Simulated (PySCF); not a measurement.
Compound: C2H8Ge3.
Numbering: `[CH:1]#[C:2][GeH2:3][GeH2:4][GeH3:5]` (hydrogens: H6 on C1; H7, H8 on Ge3; H9, H10 on Ge4; H11, H12, H13 on Ge5)

Structure used (PBE0-D3(BJ)/def2-SVP), in Å, numbered top down from 1:
```xyz
13
C2H8Ge3 angstrom
C     -1.2301    0.0462    2.7607
C     -1.4638   -0.1696    1.5862
Ge    -1.7315   -0.4539   -0.2773
Ge     0.1098    0.6331   -1.4182
Ge     2.1993   -0.0950   -0.4300
H     -1.0326    0.2324    3.8015
H     -3.1046    0.1218   -0.6653
H     -1.7247   -1.9715   -0.5332
H      0.0695    0.2734   -2.9180
H     -0.0461    2.1606   -1.2852
H      3.3942    0.6091   -1.1002
H      2.3544   -1.6161   -0.6146
H      2.2039    0.2290    1.0737
```

The calculation used TDDFT PBE0/def2-SVPD, vertical, gas phase, core orbitals frozen in the response (PySCF 2.14.0, density-fitted response routines). The PBE0/def2-SVPD calculation is non-relativistic and has no spin–orbit coupling, an omission that weighs most on germanium.

Ground-to-excited transition dipoles (e·a0, same axes as the geometry; the sign carries no meaning), for the states with f of 0.002 or more among the lowest 7:

| state | E (eV) | μx | μy | μz |
| --- | --- | --- | --- | --- |
| S1 | 5.970 | -0.203 | 0.053 | 0.036 |
| S2 | 6.175 | 0.573 | 0.139 | -0.442 |
| S3 | 6.221 | -0.171 | 0.059 | 0.070 |
| S4 | 6.452 | 1.124 | 0.134 | -0.163 |
| S5 | 6.701 | -0.165 | 0.134 | 0.115 |
| S6 | 6.777 | 0.197 | 0.246 | -0.384 |
| S7 | 6.802 | -0.397 | 0.047 | 0.128 |

Q: Work out the oscillator strengths.

A: f = (2/3) ΔE |μ|² with ΔE in hartree (27.2114 eV).

| state | \|μ\|² (au) | \|μ\| (D) | f |
| --- | --- | --- | --- |
| S1 | 0.046 | 0.54 | 0.007 |
| S2 | 0.542 | 1.87 | 0.082 |
| S3 | 0.037 | 0.49 | 0.006 |
| S4 | 1.307 | 2.91 | 0.207 |
| S5 | 0.058 | 0.61 | 0.010 |
| S6 | 0.247 | 1.26 | 0.041 |
| S7 | 0.176 | 1.07 | 0.029 |

Q: Which bond between heavy atoms lies closest to the direction of the S4 transition dipole?

A: Ge3–Ge4, at 30° from it; next Ge4–Ge5 at 41°.

Q: What angle do the transition dipoles of S2 and S4 make?

A: |cos θ| = |μa·μb| / (|μa| |μb|) = 0.87, so θ ≈ 29° (taken between 0 and 90°, since the signs are arbitrary).

Q: How is the summed strength of these states shared among x, y and z?

A: (2/3) Σ ΔE μα² gives 0.297 for x, 0.020 for y and 0.064 for z, 0.381 in all.

Q: What peak molar absorption coefficient would the strongest computed level give as a lone Gaussian band 0.5 eV wide at half height?

A: ε(max) = 2.175×10⁸ f / FWHM, with the width in cm⁻¹. S4: 2.175×10⁸ × 0.2067 / 4033 ≈ 11000 L mol⁻¹ cm⁻¹.

The vertical ionisation energy (ΔSCF) is 9.28 eV, 2.48 eV above S7.

One conformer stands for the species.
